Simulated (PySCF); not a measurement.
## SiO(OH)2, singlet: data card

All numbers come from PBE0/[Si def2-TZVP, O def2-TZVP, H def2-TZVP], no relativity, density fitting, PySCF.

The structure is a minimum.

```xyz
6
charge 0 multiplicity 1, angstrom
Si    0.0000    0.0000    0.1108
O     0.0000    0.0000    1.6230
O     1.2407   -0.2781   -0.8806
O    -1.2407    0.2781   -0.8806
H     2.0737   -0.4648   -0.4394
H    -2.0737    0.4648   -0.4394
```

```
Point group                                                                   : C2v
Bond lengths                                                                  : O–H 0.961 Å (×2), Si–O 1.512 Å, Si–O 1.612 Å (×2)
Bond angles                                                                   : H–O–Si 114.7° (×2), O–Si–O 104.1°, O–Si–O 127.9° (×2)
Dipole moment                                                                 : 1.85 D
Lowest empty level                                                            : -0.97 eV
Heat capacity Cp at 298.15 K                                                  : 73.9 J/(mol K)
Zero-point energy                                                             : 87.4 kJ/mol
Rotational constants                                                          : 0.2772, 0.2491, 0.1312 cm⁻¹
Atomisation energy without zero-point energy                                  : 2436 kJ/mol
Highest occupied level                                                        : -8.40 eV
Entropy at 298.15 K and 1 bar                                                 : 285.5 J/(mol K)
Enthalpy at 298.15 K above 0 K                                                : 14.89 kJ/mol
Principal quadrupole moments (Buckingham, traceless) about the centre of mass : -16.94, 2.12, 14.81 D Å
Rotational symmetry number                                                    : 2
Principal polarisabilities                                                    : 24.2, 33.6, 33.9 bohr³
```

Harmonic modes (masses in u: Si 27.977, O 15.995, H 1.008):
```
symmetry  ω (cm⁻¹)  IR (km/mol)  μ (u)
      b2       319         88.1   5.66
      a1       324          0.9   5.04
      b1       369         21.7   7.68
      a2       414          0.0   1.17
      b1       486          285   1.14
      b2       826          167   1.46
      a1       844         18.4  11.75
      a1       888          177   1.16
      b2      1040          122   5.04
      a1      1309          198  19.49
      b2      3899          294   1.07
      a1      3900          2.9   1.07
```

In C2v the vibrations span 4b2 + 5a1 + 2b1 + a2. Here b1 is antisymmetric to the molecular plane and b2 lies in it. The a2 mode carries no infrared intensity, as symmetry demands.

Charges (e):
```tsv
atom	Mulliken	Löwdin	polar tensor	Mayer order to Si1
Si1	0.77	-0.08	1.65	–
O2	-0.53	-0.21	-0.78	2.15
O3,4	-0.48	-0.05	-0.77	1.28
H5,6	0.35	0.20	0.34	0.03
```
Other Mayer orders above 0.3: O–H 0.86 (×2).

Mulliken populations on Si1: s 4.84, p 7.52, d 0.73, f 0.13.

Other isomers or separated fragments may lie lower.

The final relaxation and frequency run took 47 s on 4 threads of a shared Arm Neoverse V2 host, with 142 basis functions and 18 gradients; the process peaked at 1.9 GiB. Launch command: `OMP_NUM_THREADS=4 python axn.py task.json out`.
